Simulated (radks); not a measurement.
Effect of the nuclear size on neutral zinc, [Ar] 3d10 4s2. Method: Dirac Kohn-Sham, PBE, spin-unpolarised, spherical densities, finite nucleus; Fermi nuclear charge, rms radius 3.9283 fm; computed with a radial shooting solver on a logarithmic mesh with Libxc functionals. The rms radius is varied about that value; shifts are against it.

| rms radius (fm) | total energy shift (eV) | density at nucleus (e/bohr^3) | 1s1/2 shift (meV) | 2s1/2 shift (meV) | 2p1/2 shift (meV) | 3s1/2 shift (meV) | 3p1/2 shift (meV) |
|---|---|---|---|---|---|---|---|
| 3.2133 | -0.0777 | 2.537e+04 | -33.0 | -3.15 | 0.272 | -0.457 | 0.046 |
| 3.6612 | -0.0307 | 2.519e+04 | -13.1 | -1.25 | 0.108 | -0.181 | 0.018 |
| 3.9283 | 0 | 2.509e+04 | 0.000 | 0.000 | 0.000 | 0.000 | 0.000 |
| 4.2386 | 0.0383 | 2.498e+04 | 16.3 | 1.55 | -0.134 | 0.225 | -0.023 |
| 4.7375 | 0.106 | 2.482e+04 | 44.9 | 4.28 | -0.370 | 0.621 | -0.063 |

Slopes of the eigenvalues against <r^2> in GHz/fm^2, as finite differences over the two radii next to the reference (eigenvalue slopes, not the field-shift constants of lines): 1s1/2 1550, 2s1/2 148, 2p1/2 -12.8, 3s1/2 21.5, 3p1/2 -2.17.
